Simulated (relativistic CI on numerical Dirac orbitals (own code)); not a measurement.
## Line list: Forbidden lines, Sr33+

Computed by Dirac-Coulomb-Breit CI, orbitals from a KLI potential per configuration, QED by a radiative potential, unscaled Slater integrals (own radial code, finite nucleus).

Configuration list (outside the closed core 1s2): 2s2 2p, 2s 2p2, 2p3, 2p2 3s, 2p2 3p, 2p2 3d, 2s2 3s, 2s2 3p, 2s2 3d, 2s 2p 3s, 2s 2p 3p, 2s 2p 3d, 2s2 4s, 2s2 4p, 2s2 4d, 2s2 4f. Levels of other configurations are missing.

```csv
λ vac (nm),Lower,Upper,Type,A (s⁻¹),E lower (10³ cm⁻¹),E upper (10³ cm⁻¹)
0.48255,2s 2p2 4P_3/2 [4],2p2 3d 4F_7/2 [91],E2,1.17e+11,1179.8,21903.1
0.48412,2s 2p2 4P_5/2 [5],2p2 3d 4F_9/2 [98],E2,1.19e+11,1339.2,21995.2
0.48460,2s 2p2 2D_5/2 [8],2p2 3d 2G_9/2 [115],E2,1.18e+11,1968.4,22604.2
0.48498,2s 2p2 2D_5/2 [8],2p2 3d 2F_7/2 [114],E2,7.52e+10,1968.4,22588.0
0.48529,2s 2p2 4P_5/2 [5],2p2 3d 2F_7/2 [94],E2,8.21e+10,1339.2,21945.2
0.49230,2s 2p2 2D_3/2 [6],2p2 3d 2F_7/2 [94],E2,2.51e+10,1632.4,21945.2
0.50058,2s 2p2 2D_5/2 [8],2p2 3d 2F_7/2 [94],E2,4.66e+09,1968.4,21945.2
0.51089,2s 2p2 2P_3/2 [10],2p2 3d 2F_7/2 [94],E2,5.18e+09,2371.6,21945.2
0.51180,2s 2p2 4P_3/2 [4],2s 2p 3p 4D_7/2 [45],E2,1.91e+10,1179.8,20718.6
0.51601,2s 2p2 4P_5/2 [5],2s 2p 3p 4D_7/2 [45],E2,1.89e+10,1339.2,20718.6
0.52606,2s 2p2 2D_5/2 [8],2s 2p 3d 4F°_9/2 [51],M2,3.58e+08,1968.4,20977.6
0.53293,2s2 2p 2P°_3/2 [2],2s2 3p 2P°_1/2 [17],E2,4.75e+10,623.0,19387.3
0.53333,2s 2p2 2D_5/2 [8],2s 2p 3p 4D_7/2 [45],E2,9.02e+09,1968.4,20718.6
16.050,2s2 2p 2P°_1/2 [1],2s2 2p 2P°_3/2 [2],M1,2.15e+06,0.0,623.0
```

Terms are leading LS components. Brackets give the number of a level in order of energy, since labels repeat. The list gives strong lines, with weight on those to low levels. Levels whose partners in the same complex of configurations lie outside the list can be far off, and so can their lines. Rates are taken at the computed energies, electric ones in the length gauge.

At this charge energies of transitions that change n are usually good to better than 1 %, and those within a shell (Δn = 0) to a few per cent.

LS names give the leading component of a level, which can be under half, so a name can repeat, a term be missing and a line seem to break the LS rules.
